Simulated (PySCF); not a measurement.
CH4AlFO, SMILES [CH3][Al]([OH])[F]. Coordinates come from a B3LYP-D3(BJ)/def2-SVP optimisation. Other conformers were not sampled.

Q: Give the equilibrium geometry at B3LYP-D3(BJ)/def2-SVP (PySCF confirms it by a frequency run) as Cartesian coordinates in Å, and its point group. (The exact figures need the calculation; the answer reports its results.)

A: This is not unique; one that fits is point group Cs.
```xyz
8

Al    -0.0121     0.0494     0.0000
F     -1.5436     0.7176     0.0000
C      0.2344    -1.8693     0.0000
H      1.3016    -2.1398     0.0000
H     -0.2378    -2.3263    -0.8857
H     -0.2378    -2.3263     0.8857
O      1.3179     1.1053     0.0000
H      1.2736     2.0657     0.0000
```
